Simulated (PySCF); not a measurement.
## Identify the compound

The spectra below were simulated for a compound C$_{7}$H$_{9}$F.

¹H NMR (500 MHz, computed): δ 4.94 (m, 1H), 3.41 (m, 1H), 2.53 (m, 1H), 2.01 (m, 1H), 1.87 (m, 1H), 1.82 (d, 1H), 1.32 (d, 3H).

¹³C{¹H} NMR (computed): δ 84.7, 84.3, 83.3, 39.6, 38.8, 23.9, 20.4.

PySCF 2.14.0 with density-fitted response routines calculation with geometry: GFN2-xTB and shielding tensors at PBE0/pcSseg-1 (GIAO); one conformer, isolated molecule, rapidly exchanging positions averaged, no relativistic terms.

Shifts are taken against calculated references (same method and geometry level): TMS for ¹H, ¹³C.

**Question.** Which candidate is it?
A. C#C[C@@H]1[C@H](C)C[C@@H]1F
B. CC1=CC=C[C@]1(C)F
C. C=C[C@@H]1C=C(C)[C@@H]1F

**Answer.** A. 

- The formula gives 3 degrees of unsaturation (1 ring in the answer).
- 7 carbon signals for 7 carbons: no two carbons are equivalent.
- Carbon types of the structure: 1 × C, 4 × CH, 1 × CH2, 1 × CH3, which accounts for all hydrogens.
- δC 84.7: sp3 CH bonded to F; deshielded by the electronegative neighbour.
- δC 84.3: terminal alkyne carbon; sp carbons lie upfield of alkene carbons because the cylindrical π system leaves one tensor component strongly shielded.
- δC 83.3: alkyne carbon; sp carbons lie upfield of alkene carbons because the cylindrical π system leaves one tensor component strongly shielded.
- δC 38.8: propargylic sp3 CH; aliphatic region, no heteroatom directly attached.
- δH 4.94: hydrogen on an sp3 CH bonded to F; its carbon carries F, which withdraws density.

The others: CC1=CC=C[C@]1(C)F would give 5 signals for carbon-bound and other non-exchanging H, not 7; C=C[C@@H]1C=C(C)[C@@H]1F has carbons computed at 157.7, 148.1, 144.6, 122.9, 93.3, 56.8, 16.4.

Splittings by ¹⁹F in the carbon and heteronuclear signals aren't shown, as no couplings were computed. Shifts are as computed. Against solution values, carbons near 30 ppm lie about +3 ppm off and those near 130 ppm about +5 ppm. Of 1309 compounds with measured shifts, 239 miss one by over three times the rms of a fit or turn the order of signals round; such compounds aren't used in these exercises. Multiplicities follow the n + 1 count of equivalent neighbours, as no J values were calculated; m marks all less simple cases, F and P coupling included.
